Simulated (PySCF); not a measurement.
**Question.** Write a Z-matrix for `FC(F)(F)C1=NC(Cl)=CN1` as optimised with GFN2-xTB.

**Answer.** 
Z-matrix in Å and degrees, rows numbered from 1:
```
F 
C   1  1.3487
F   2  1.3355  1  106.58
F   2  1.3356  1  106.59  3   114.17
C   2  1.4927  1  110.00  3  -122.91
N   5  1.3078  2  125.34  1   179.85
C   6  1.3525  5  105.46  2   179.99
Cl  7  1.6919  6  121.62  5  -179.99
C   7  1.3749  6  110.48  5     0.01
N   5  1.3572  2  122.71  1    -0.19
H   9  1.0684  7  131.45  6  -179.94
H  10  1.0090  5  126.61  2    -0.01
```

N10 (pyrrole-type nitrogen) is planar (angles 126.6°, 126.6° and 106.8°, sum 360.0°, 0.00 Å off the plane of its three neighbours). The 5-membered ring C5–N6–C7–C9–N10 has internal angles of 105.3° to 112.0° (sum 540°, against 540° for a flat polygon); it is planar, 0.00 Å rms from its mean plane, widest ring torsion 0°. The C–C distances run from 1.375 Å (C7–C9, aromatic) to 1.493 Å (C2–C5, drawn single), a spread of 0.118 Å. Of the pairs four or more bonds apart, F1···H12 is among the closest relative to their van der Waals radii: 2.47 Å, 93 % of the sum of Bondi's values.

Computed geometry: GFN2-xTB, gas phase.

Point group: Cs (every atom within 0.08 Å of its image). No GFN2-xTB frequencies stand behind this structure, so it isn't proved a minimum.
